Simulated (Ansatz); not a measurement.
`N[Si]1(F)COC1` at its PBE0-D4/def2-TZVP geometry, where that method's forces vanish. Total charge 0; spin multiplicity 1.

```json
{"atom": "N1", "x (Å)": "-1.385", "y (Å)": "1.428", "z (Å)": "0.065"}
{"atom": "Si2", "x (Å)": "-0.464", "y (Å)": "0.053", "z (Å)": "0.416"}
{"atom": "F3", "x (Å)": "-1.173", "y (Å)": "-0.575", "z (Å)": "1.703"}
{"atom": "C4", "x (Å)": "1.412", "y (Å)": "0.085", "z (Å)": "0.467"}
{"atom": "O5", "x (Å)": "1.446", "y (Å)": "-1.029", "z (Å)": "-0.451"}
{"atom": "C6", "x (Å)": "0.073", "y (Å)": "-1.222", "z (Å)": "-0.857"}
{"atom": "H7", "x (Å)": "-2.255", "y (Å)": "1.622", "z (Å)": "0.531"}
{"atom": "H8", "x (Å)": "-1.186", "y (Å)": "2.068", "z (Å)": "-0.683"}
{"atom": "H9", "x (Å)": "1.906", "y (Å)": "0.965", "z (Å)": "0.036"}
{"atom": "H10", "x (Å)": "1.918", "y (Å)": "-0.169", "z (Å)": "1.403"}
{"atom": "H11", "x (Å)": "-0.227", "y (Å)": "-2.265", "z (Å)": "-0.717"}
{"atom": "H12", "x (Å)": "-0.064", "y (Å)": "-0.961", "z (Å)": "-1.913"}
```

Task: For each bond, give half the difference of the two atoms' forces along it (eV/Å; positive pushes the atoms apart) under PBE-D4, r2SCAN-D4, B3LYP-D4, ωB97M-V in def2-TZVPP. (Estimate.)

Result: The calculation gave: 
| bond | length (Å) | PBE-D4 | r2SCAN-D4 | B3LYP-D4 | ωB97M-V |
| --- | --- | --- | --- | --- | --- |
| N1–Si2 | 1.692 | 0.01 | 0.00 | 0.02 | 0.07 |
| N1–H7 | 1.006 | 0.17 | 0.01 | -0.01 | -0.02 |
| N1–H8 | 1.005 | 0.16 | 0.01 | -0.02 | -0.02 |
| Si2–F3 | 1.599 | 0.49 | 0.03 | 0.14 | 0.14 |
| Si2–C4 | 1.877 | -0.07 | -0.02 | 0.08 | -0.05 |
| Si2–C6 | 1.880 | -0.07 | -0.02 | 0.08 | -0.05 |
| C4–O5 | 1.444 | 0.35 | 0.34 | 0.32 | 0.20 |
| C4–H9 | 1.097 | 0.06 | -0.05 | -0.13 | -0.11 |
| C4–H10 | 1.094 | 0.07 | -0.06 | -0.15 | -0.11 |
| O5–C6 | 1.445 | 0.35 | 0.34 | 0.32 | 0.21 |
| C6–H11 | 1.094 | 0.06 | -0.06 | -0.15 | -0.11 |
| C6–H12 | 1.097 | 0.06 | -0.05 | -0.13 | -0.11 |

B3LYP here is the variant with VWN-RPA as its local correlation; programs differ in this.

Computed with Ansatz.
